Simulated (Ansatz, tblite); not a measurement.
Two members of one family (PdnHm), computed with Ansatz in the gas phase; def2 core potentials for Pd, no spin–orbit coupling. The two geometries come from different levels. HOMO and LUMO are taken over both spins. Binding counts from free atoms in the multiplicity of their measured ground term, without zero-point energy. The structures are stationary points that may keep the symmetry of their start.

First: Pd4H3 (doublet, charge 0, B3LYP-D4/def2-SVP geometry).

```xyz
7

Pd   -0.015    1.362    0.895
Pd   -1.512   -0.913    0.441
Pd    1.150   -1.138   -0.194
Pd   -0.496    0.520   -1.674
H     0.913   -0.335   -1.711
H     1.155    0.234    0.697
H    -1.195    0.269    1.545
```

| level | HOMO (eV) | LUMO (eV) | gap (eV) | binding per atom (eV) |
| --- | --- | --- | --- | --- |
| PBE-D4/def2-SVP | -4.10 | -3.76 | 0.34 | 2.24 |
| PBE-D4/def2-TZVP | -4.11 | -3.76 | 0.34 | 2.25 |
| r2SCAN-D4/def2-TZVP | -4.12 | -3.53 | 0.59 | 2.32 |
| PBE0-D4/def2-SVP | -4.80 | -2.83 | 1.97 | 1.94 |
| PBE0-D4/def2-TZVP | -4.79 | -2.82 | 1.97 | 1.94 |

Second: Pd3H5 (doublet, charge 0, PBE-D4/def2-SVP geometry).

```xyz
8

Pd    0.159    2.105   -0.469
Pd   -0.572   -0.426    0.071
Pd    1.592    0.021   -1.465
H    -0.705    1.207    0.660
H     0.917   -1.153   -0.466
H    -1.709   -1.140    1.139
H     1.562    1.207   -0.281
H    -1.244   -1.822    0.811
```

Q: What does the change do? Estimate second minus first.

A: 
```csv
level,Δ HOMO (eV),Δ LUMO (eV),Δ gap (eV),Δ binding per atom (eV)
PBE-D4/def2-SVP,-0.56,-0.47,0.08,0.04
PBE-D4/def2-TZVP,-0.57,-0.49,0.08,0.03
r2SCAN-D4/def2-TZVP,-0.65,-0.54,0.11,0.03
PBE0-D4/def2-SVP,-0.70,-0.49,0.21,0.12
PBE0-D4/def2-TZVP,-0.72,-0.50,0.22,0.12
```

The relaxed quartet lies at 0.66 eV (ωB97M-V/def2-TZVP) to 1.25 eV (PBE-D4/def2-TZVP) from the doublet.
